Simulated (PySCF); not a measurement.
# NMR data sheet: C6H5OP

```
Formula                               : C6H5OP
SMILES                                : O=Cc1ccccp1
Point group of the computed structure : Cs
Carbon signals                        : 6
Proton signals                        : 5
```

Atoms are numbered as in `[O:1]=[CH:2][c:3]1[cH:4][cH:5][cH:6][cH:7][p:8]1`. Hydrogens are named by the atom that carries them.

- GFN2-xTB structure
- shielding tensors at PBE0/pcSseg-1 (GIAO)
- run in PySCF
- no relativistic terms, gas phase, single conformer

δ = σ(ref) − σ, references computed at the same level: $^{1}$H, $^{13}$C against TMS; $^{31}$P vs H3PO4; H2O for $^{17}$O.

| carbon | δC, type | δH (multiplicity) | HMBC from (2–3 bonds) | span of the C tensor (ppm) |
| --- | --- | --- | --- | --- |
| C2 | 196.5, CH | 10.40 (m) | H(C4) | 180 |
| C3 | 174.6, C | – | H(C2), H(C7), H(C4), H(C5) | 307 |
| C4 | 140.3, CH | 9.17 (m) | H(C2), H(C6), H(C5) | 253 |
| C5 | 135.1, CH | 8.05 (m) | H(C7), H(C4), H(C6) | 229 |
| C6 | 142.2, CH | 8.30 (m) | H(C7), H(C4), H(C5) | 249 |
| C7 | 165.2, CH | 9.49 (m) | H(C6), H(C5) | 327 |

Other nuclei:
```
atoms   nucleus                                     environment  δ (ppm)  σ (ppm)
   P8  $^{31}$P  phosphorus bonded to 2 C, in a 6-membered ring    276.5     41.9
   O1  $^{17}$O                                 aldehyde oxygen    656.2   -320.1
```

1. δC 196.5: aldehyde carbonyl carbon; the double bond to the heteroatom, with no lone-pair donor beside it, deshields it most.
2. δC 174.6: substituted aromatic carbon.
3. δC 165.2, 142.2, 140.3, 135.1: aromatic CH.
4. δH 10.40: hydrogen on an aldehyde carbonyl carbon; deshielded by the polar, anisotropic C=O bond.
5. δH 9.49, 9.17, 8.30, 8.05: hydrogen on an aromatic CH.

Splittings by $^{31}$P in the carbon and heteronuclear signals aren't shown, as no couplings were computed. Shifts are as computed. Against solution values, carbons near 30 ppm lie about +3 ppm off and those near 130 ppm about +5 ppm. Of 1211 compounds with measured shifts, 218 miss one by over three times the rms of a fit or turn the order of signals round; such compounds aren't used in these exercises. Unscaled 17O shifts of doubly bonded oxygen tend to come out too high, by tens of ppm or more. Experimental scales use liquid or dissolved standards, which lie at an offset from isolated H2O (liquid H2O: subtract about 36 ppm) and H3PO4. Multiplicities follow the n + 1 count of equivalent neighbours, as no J values were calculated; m marks all less simple cases, F and P coupling included.
